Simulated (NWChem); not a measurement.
System: C$_{2}$H$_{4}$N, doublet; SMILES [CH]=NC

NWChem input:

```
start job
memory heap 200 mb stack 900 mb global 1100 mb
geometry units angstroms noautoz
  C      0.049194     1.328936     0.000000
  N     -0.471532     0.226986     0.000000
  C      0.094025    -1.096477     0.000000
  H      1.115908     1.646289     0.000000
  H     -0.264171    -1.645112     0.884329
  H     -0.264171    -1.645112    -0.884329
  H      1.199734    -1.095256     0.000000
end
basis spherical
  * library 6-31g*
end
dft
  odft
  mult 2
  xc b3lyp
  grid coarse
  iterations 150
  mulliken
end
task dft gradient
```

NWChem printed, in part:

```
             Northwest Computational Chemistry Package (NWChem) 7.3.0
             --------------------------------------------------------

 CS  symmetry detected

                             Geometry "geometry" -> ""
                             -------------------------

 Output coordinates in angstroms (scale by  1.889725989 to convert to a.u.)

  No.       Tag          Charge          X              Y              Z
 ---- ---------------- ---------- -------------- -------------- --------------
    1 C                    6.0000     0.08804396     1.31765276     0.00000000
    2 N                    7.0000    -0.44136969     0.21985016     0.00000000
    3 C                    6.0000     0.11371613    -1.10803868     0.00000000
    4 H                    1.0000     1.15723133     1.62657029     0.00000000
    5 H                    1.0000    -0.24880216    -1.65382731     0.88432900
    6 H                    1.0000    -0.24880216    -1.65382731    -0.88432900
    7 H                    1.0000     1.21940028    -1.11555130     0.00000000

 Effective nuclear repulsion energy (a.u.)      65.7368785205

      Symmetry information
      --------------------

 Group name             Cs
 Group number              2
 Group order               2
 No. of unique centers     6

                                 NWChem DFT Module
                                 -----------------

 Summary of "ao basis" -> "ao basis" (spherical)
 ------------------------------------------------------------------------------
       Tag                 Description            Shells   Functions and Types
 ---------------- ------------------------------  ------  ---------------------
 C                           6-31g*                  6       14   3s2p1d
 N                           6-31g*                  6       14   3s2p1d
 H                           6-31g*                  2        2   2s

      Symmetry analysis of basis
      --------------------------

        a'         36
        a"         14

            General Information
            -------------------
          SCF calculation type: DFT
          Wavefunction type:  spin polarized.
          No. of atoms     :     7
          No. of electrons :    23
           Alpha electrons :    12
            Beta electrons :    11
          Charge           :     0
          Spin multiplicity:     2
          Use of symmetry is: on ; symmetry adaption is: on
          Maximum number of iterations: 150
          AO basis - number of functions:    50
                     number of shells:    26
          Convergence on energy requested:  1.00D-06
          Convergence on density requested:  1.00D-05
          Convergence on gradient requested:  5.00D-04

              XC Information
              --------------
                         B3LYP Method XC Potential
                     Hartree-Fock (Exact) Exchange  0.200
                        Slater Exchange Functional  0.800 local
                    Becke 1988 Exchange Functional  0.720 non-local
              Lee-Yang-Parr Correlation Functional  0.810
                  VWN I RPA Correlation Functional  0.190 local

             Grid Information
             ----------------
          Grid used for XC integration:  coarse
          Radial quadrature: Mura-Knowles
          Angular quadrature: Lebedev.
          Tag              B.-S. Rad. Rad. Pts. Rad. Cut. Ang. Pts.
          ---              ---------- --------- --------- ---------
          C                   0.70       35           8.0       302
          N                   0.65       35           7.0       302
          H                   0.35       35           9.0       302
          Grid pruning is: on
          Number of quadrature shells:   210
          Spatial weights used:  Erf1

      Superposition of Atomic Density Guess
      -------------------------------------

 Sum of atomic energies:        -131.60717670

      Non-variational initial energy
      ------------------------------

 Total energy =    -133.131118
 1-e energy   =    -306.436699
 2-e energy   =     107.568702
 HOMO         =      -0.122793
 LUMO         =       0.035062

   Symmetry analysis of molecular orbitals - initial alpha
   -------------------------------------------------------

  Numbering of irreducible representations:

     1 a'          2 a"

  Orbital symmetries:

     1 a'          2 a'          3 a'          4 a'          5 a'
     6 a'          7 a'          8 a"          9 a'         10 a"
    11 a'         12 a'         13 a"         14 a'         15 a'
    16 a'         17 a"         18 a'         19 a'         20 a'
    21 a"         22 a'

   Symmetry analysis of molecular orbitals - initial beta
   ------------------------------------------------------

  Numbering of irreducible representations:

     1 a'          2 a"

  Orbital symmetries:

     1 a'          2 a'          3 a'          4 a'          5 a'
     6 a'          7 a'          8 a"          9 a'         10 a"
    11 a'         12 a'         13 a"         14 a'         15 a'
    16 a'         17 a"         18 a'         19 a'         20 a'
    21 a"         22 a'

     ---------------------------------------------
      Total Density - Mulliken Population Analysis
     ---------------------------------------------

    Atom       Charge   Shell Charges
 -----------   ------   -------------------------------------------------------
    1 C    6     5.95   2.00  0.75  1.65  0.68  0.83  0.05
    2 N    7     7.48   2.00  0.84  2.43  0.78  1.39  0.04
    3 C    6     6.41   2.00  0.71  1.93  0.64  1.10  0.05
    4 H    1     0.79   0.43  0.36
    5 H    1     0.78   0.47  0.31
    6 H    1     0.78   0.47  0.31
    7 H    1     0.80   0.47  0.33

     --------------------------------------------
      Spin Density - Mulliken Population Analysis
     --------------------------------------------

    Atom       Charge   Shell Charges
 -----------   ------   -------------------------------------------------------
    1 C    6     0.59   0.00  0.04  0.25  0.07  0.23  0.00
    2 N    7     0.17   0.00  0.02  0.08  0.02  0.04  0.01
    3 C    6     0.08   0.00  0.01  0.05 -0.01  0.02  0.00
    4 H    1     0.13   0.06  0.07
    5 H    1     0.00   0.00  0.00
    6 H    1     0.00   0.00  0.00
    7 H    1     0.02   0.00  0.02

   convergence    iter        energy       DeltaE   RMS-Dens  Diis-err
 ---------------- ----- ----------------- --------- --------- ---------
 d= 0,ls=0.0,diis     1   -133.2256553183 -1.99D+02  8.68D-03  7.83D-02
                                                     6.42D-03  7.23D-02
 d= 0,ls=0.0,diis     2   -133.2254986805  1.57D-04  4.84D-03  8.76D-02
                                                     4.83D-03  9.15D-02
 d= 0,ls=0.0,diis     3   -133.2530376887 -2.75D-02  2.09D-03  3.44D-02
                                                     1.81D-03  3.22D-02
 d= 0,ls=0.0,diis     4   -133.2673223475 -1.43D-02  5.49D-04  1.11D-03
                                                     4.53D-04  1.15D-03
 d= 0,ls=0.0,diis     5   -133.2678860281 -5.64D-04  2.22D-04  1.06D-04
                                                     1.18D-04  7.20D-05
  Resetting Diis
 d= 0,ls=0.0,diis     6   -133.2679429294 -5.69D-05  6.09D-05  7.16D-06
                                                     7.95D-05  6.23D-06
 d= 0,ls=0.0,diis     7   -133.2679515481 -8.62D-06  6.80D-05  2.95D-06
                                                     2.60D-05  9.02D-07
 d= 0,ls=0.0,diis     8   -133.2679535388 -1.99D-06  2.09D-05  1.17D-06
                                                     2.84D-05  2.54D-06
 d= 0,ls=0.0,diis     9   -133.2679547247 -1.19D-06  1.95D-05  1.07D-06
                                                     6.80D-06  1.99D-07
 d= 0,ls=0.0,diis    10   -133.2679552598 -5.35D-07  2.40D-05  9.85D-08
                                                     2.32D-05  2.91D-07
 d= 0,ls=0.0,diis    11   -133.2679557263 -4.67D-07  3.61D-06  1.61D-08
                                                     2.92D-06  1.39D-08

         Total DFT energy =     -133.267955726339
      One electron energy =     -308.694752453966
           Coulomb energy =      128.879610089582
    Exchange-Corr. energy =      -19.189691882426
 Nuclear repulsion energy =       65.736878520471

 Numeric. integr. density =       23.000009004165

                  Occupations of the irreducible representations
                  ----------------------------------------------

                     irrep           alpha         beta
                     --------     --------     --------
                     a'               10.0          9.0
                     a"                2.0          2.0

                    DFT Final Alpha Molecular Orbital Analysis
                    ------------------------------------------

 Vector   10  Occ=1.000000D+00  E=-3.263704D-01  Symmetry=a'
              MO Center= -1.5D-01,  3.1D-01,  2.0D-14, r^2= 2.2D+00
   Bfn.  Coefficient  Atom+Function         Bfn.  Coefficient  Atom+Function
  ----- ------------  ---------------      ----- ------------  ---------------
    17      0.405770  2 N  px                 4     -0.351281  1 C  py
    21      0.246851  2 N  px                31     -0.197787  3 C  px
    50     -0.180809  7 H  s                  8     -0.166479  1 C  py
    49     -0.163272  7 H  s                 20     -0.161754  2 N  s
     3      0.159451  1 C  px                 6     -0.143200  1 C  s

 Vector   11  Occ=1.000000D+00  E=-3.180946D-01  Symmetry=a"
              MO Center= -1.7D-01,  2.5D-01, -2.0D-14, r^2= 2.0D+00
   Bfn.  Coefficient  Atom+Function         Bfn.  Coefficient  Atom+Function
  ----- ------------  ---------------      ----- ------------  ---------------
    19      0.411841  2 N  pz                 5      0.367467  1 C  pz
    23      0.267455  2 N  pz                 9      0.217150  1 C  pz
    33     -0.204700  3 C  pz                46     -0.153852  5 H  s
    48      0.153852  6 H  s                 45     -0.137544  5 H  s
    47      0.137544  6 H  s                 37     -0.076058  3 C  pz

 Vector   12  Occ=1.000000D+00  E=-1.884074D-01  Symmetry=a'
              MO Center= -9.4D-02,  9.6D-01, -2.6D-16, r^2= 2.1D+00
   Bfn.  Coefficient  Atom+Function         Bfn.  Coefficient  Atom+Function
  ----- ------------  ---------------      ----- ------------  ---------------
     6      0.366279  1 C  s                 44     -0.353519  4 H  s
    17      0.333408  2 N  px                 8      0.324015  1 C  py
    21      0.302237  2 N  px                 3     -0.297591  1 C  px
     4      0.261714  1 C  py                34      0.226250  3 C  s
    20     -0.218435  2 N  s                 50     -0.181344  7 H  s

 Vector   13  Occ=0.000000D+00  E= 6.545545D-03  Symmetry=a"
              MO Center= -9.1D-02,  7.9D-01,  1.3D-15, r^2= 2.0D+00
   Bfn.  Coefficient  Atom+Function         Bfn.  Coefficient  Atom+Function
  ----- ------------  ---------------      ----- ------------  ---------------
     9      0.615703  1 C  pz                23     -0.526362  2 N  pz
     5      0.464990  1 C  pz                19     -0.433014  2 N  pz
    46      0.236976  5 H  s                 48     -0.236976  6 H  s
    45      0.080136  5 H  s                 47     -0.080136  6 H  s
    37     -0.077652  3 C  pz                39     -0.030064  3 C  d -1

 Vector   14  Occ=0.000000D+00  E= 1.103973D-01  Symmetry=a'
              MO Center=  2.1D-01, -1.4D+00,  2.2D-14, r^2= 3.5D+00
   Bfn.  Coefficient  Atom+Function         Bfn.  Coefficient  Atom+Function
  ----- ------------  ---------------      ----- ------------  ---------------
    34      2.181345  3 C  s                 46     -1.155836  5 H  s
    48     -1.155836  6 H  s                 50     -1.037390  7 H  s
    36     -0.636558  3 C  py                20      0.416438  2 N  s
     6     -0.308623  1 C  s                  8      0.229356  1 C  py
     7      0.207908  1 C  px                32     -0.207950  3 C  py

 Vector   15  Occ=0.000000D+00  E= 1.369213D-01  Symmetry=a'
              MO Center=  1.1D+00,  1.3D+00, -1.5D-15, r^2= 2.8D+00
   Bfn.  Coefficient  Atom+Function         Bfn.  Coefficient  Atom+Function
  ----- ------------  ---------------      ----- ------------  ---------------
    44      1.839545  4 H  s                  6     -1.410964  1 C  s
     7     -0.844262  1 C  px                34      0.539679  3 C  s
    20     -0.416605  2 N  s                  3     -0.386342  1 C  px
    36      0.375543  3 C  py                22      0.304895  2 N  py
    18      0.170567  2 N  py                35     -0.160861  3 C  px

                     DFT Final Beta Molecular Orbital Analysis
                     -----------------------------------------

 Vector    9  Occ=1.000000D+00  E=-4.366982D-01  Symmetry=a'
              MO Center=  2.2D-01, -9.0D-01, -9.6D-13, r^2= 1.8D+00
   Bfn.  Coefficient  Atom+Function         Bfn.  Coefficient  Atom+Function
  ----- ------------  ---------------      ----- ------------  ---------------
    31      0.367575  3 C  px                49      0.223169  7 H  s
    32      0.221274  3 C  py                17      0.183840  2 N  px
    35      0.174199  3 C  px                50      0.171105  7 H  s
    45     -0.137603  5 H  s                 47     -0.137603  6 H  s
    46     -0.105433  5 H  s                 48     -0.105433  6 H  s

 Vector   10  Occ=1.000000D+00  E=-3.107315D-01  Symmetry=a"
              MO Center= -1.9D-01,  2.2D-01,  2.9D-15, r^2= 2.0D+00
   Bfn.  Coefficient  Atom+Function         Bfn.  Coefficient  Atom+Function
  ----- ------------  ---------------      ----- ------------  ---------------
    19      0.430667  2 N  pz                 5      0.344122  1 C  pz
    23      0.287557  2 N  pz                 9      0.203043  1 C  pz
    33     -0.197739  3 C  pz                46     -0.159113  5 H  s
    48      0.159113  6 H  s                 45     -0.137690  5 H  s
    47      0.137690  6 H  s                 37     -0.069899  3 C  pz

 Vector   11  Occ=1.000000D+00  E=-2.866952D-01  Symmetry=a'
              MO Center= -2.8D-01,  3.2D-01, -2.6D-15, r^2= 1.9D+00
   Bfn.  Coefficient  Atom+Function         Bfn.  Coefficient  Atom+Function
  ----- ------------  ---------------      ----- ------------  ---------------
    17      0.472738  2 N  px                21      0.318374  2 N  px
     4     -0.291532  1 C  py                20     -0.199458  2 N  s
    50     -0.187931  7 H  s                 31     -0.165174  3 C  px
    49     -0.148819  7 H  s                  8     -0.131730  1 C  py
     3      0.103696  1 C  px                 7      0.099339  1 C  px

[...]

                         DFT ENERGY GRADIENTS

    atom               coordinates                        gradient
                 x          y          z           x          y          z
   1 C       0.166379   2.490003   0.000000   -0.005715  -0.007069   0.000000
   2 N      -0.834068   0.415457   0.000000    0.006290  -0.003185   0.000000
   3 C       0.214892  -2.093889   0.000000   -0.004575   0.012443   0.000000
   4 H       2.186850   3.073772   0.000000    0.003367   0.001777   0.000000
   5 H      -0.470168  -3.125280   1.671139   -0.001295  -0.001931   0.002380
   6 H      -0.470168  -3.125280  -1.671139   -0.001295  -0.001931  -0.002380
   7 H       2.304332  -2.108086   0.000000    0.003224  -0.000104   0.000000
```

Level: B3LYP/6-31G* (spherical d), spin-unrestricted. In the optimisation the excess spin sits in a' (Cs, its own frame). Structure relaxed at the PBE0/def2-SVP, spin-unrestricted level. No stability test was run on the SCF state.
